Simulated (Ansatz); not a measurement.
Consider the redistribution: `O[SiH](O)C#[C][GeH3]` + `[F][Ga]([SiH3])[Cl]` → `[F][Ga]([Cl])[GeH3]` + `O[SiH](O)C#C[SiH3]`.

Isolated molecules relaxed with PBE0-D4/def2-TZVP in Ansatz; ΔE leaves out vibrations. CCSD(T)/CBS adds triple-zeta CCSD(T) − MP2 to the extrapolated MP2 energy (def2 sets, frozen cores). Functionals use def2-TZVPP. For Ga, Ge outer-core shells are correlated without core-valence functions, which leaves a few kJ/mol of doubt a bond. Scalar relativity is left out up to krypton. Each species was taken in one conformer, which may not be the lowest.

`O[SiH](O)C#[C][GeH3]`:

Cartesian coordinates in Å:
```
O -0.482 1.571 2.374
Si 0.094 1.847 0.865
O -0.865 2.886 0.053
C 0.199 0.224 0.020
C 0.274 -0.859 -0.525
Ge 0.404 -2.544 -1.398
H -0.563 0.656 2.646
H 1.413 2.501 0.905
H -1.783 2.644 -0.078
H 1.430 -2.428 -2.531
H 0.854 -3.590 -0.372
H -0.976 -2.908 -1.959
```

`[F][Ga]([SiH3])[Cl]`:

Cartesian coordinates in Å:
```
F -1.596 1.488 1.504
Ga -0.167 0.549 1.120
Si 0.107 -0.476 -1.024
Cl 1.195 0.472 2.766
H 1.407 -1.188 -1.068
H -1.010 -1.430 -1.236
H 0.065 0.585 -2.062
```

`[F][Ga]([Cl])[GeH3]`:

Z-matrix (Å, degrees):
```
Ge
Ga 1 2.424
H 1 1.532 2 109.5
H 1 1.534 2 108.5 3 -119.9
H 1 1.533 2 109.1 3 120.8
Cl 2 2.137 1 126.8 3 12.0
F 2 1.752 1 121.3 3 -168.4
```

`O[SiH](O)C#C[SiH3]`:

```xyz
12

O    -2.649   -0.294   -1.172
Si   -1.483    0.850   -1.111
O    -1.903    2.203   -0.298
C    -0.010    0.115   -0.300
C     0.954   -0.376    0.253
Si    2.413   -1.109    1.071
H    -2.675   -0.953   -0.478
H    -1.221    1.270   -2.495
H    -1.829    2.206    0.657
H     2.434   -0.688    2.493
H     3.641   -0.637    0.388
H     2.327   -2.588    0.989
```

```
             level  ΔE (kJ/mol)
            B2PLYP        -38.8
            r2SCAN        -38.9
     HF/def2-TZVPP        -36.8
SCS-MP2/def2-QZVPP        -36.5
```

Problem. What does CCSD(T)/CBS give? (An estimate is asked.)

Solution. The calculation gave: -35.8 kJ/mol. The listed levels differ from it by -3.0, -3.1, -1.0, -0.7 kJ/mol.

Largest T1 diagnostic among the species: 0.013.
